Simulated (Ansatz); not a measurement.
Isolated molecules relaxed with PBE0-D4/def2-TZVP in Ansatz; ΔE leaves out vibrations. CBS: MP2 limit from def2 TZ/QZ plus the TZ coupled-cluster correction, frozen cores. This one scheme is used for every species, atoms too. Functionals use def2-TZVPP. B3LYP here is the variant with VWN-RPA as its local correlation; programs differ in this. Open shells (•) are unrestricted, without spin–orbit coupling. Spin–orbit coupling would lower the free atoms: a little for Al, C; clearly for Se. For Se outer-core shells are correlated without core-valence functions, so the limit isn't a true one: a few kJ/mol of doubt a bond, and 10 to 20 or more in all where bonds break to atoms. Scalar relativity is left out up to krypton.

Consider the atomization: `[Se]=[C]1C[NH][AlH]1` → Al• + 2 C• + 4 H• + N• + Se•.

What is ΔE at CCSD(T)/CBS? (An estimate is asked.)

The calculation gave: +3185.4 kJ/mol.

What do these levels give: B3LYP-D4, ωB97X-V, PBE, r2SCAN, HF/def2-TZVPP, MP2/def2-TZVPP? (An estimate is asked.)

Computed: B3LYP-D4 3177.2, ωB97X-V 3187.6, PBE 3265.2, r2SCAN 3185.8, HF/def2-TZVPP 2120.9, MP2/def2-TZVPP 3158.6 kJ/mol.

Largest T1 diagnostic among the species: 0.018.

From PBE to PBE0 (25 % exact exchange), in def2-TZVPP and without D4, ΔE moves by −86.7 kJ/mol: exact exchange takes away binding that semilocal exchange gives to molecules. The D4 term adds +37.9 kJ/mol with B3LYP and +19.6 kJ/mol with PBE0; it sums over pairs of atoms, weighted by their polarisabilities, and B3LYP, whose exchange is more repulsive, gets the larger term. In def2-TZVPP, CCSD(T) changes the Hartree–Fock value by +958.0 kJ/mol (the triples alone add +76.5 kJ/mol) and MP2 by +1037.6 kJ/mol; breaking electron pairs costs correlation energy, which Hartree–Fock lacks.

For atomizations the MP2-based limit and the directly extrapolated one differ by several kJ/mol either way, and by 10 to 25 for some Ge, Se and Sn compounds, so smaller differences from it don't rank the levels.
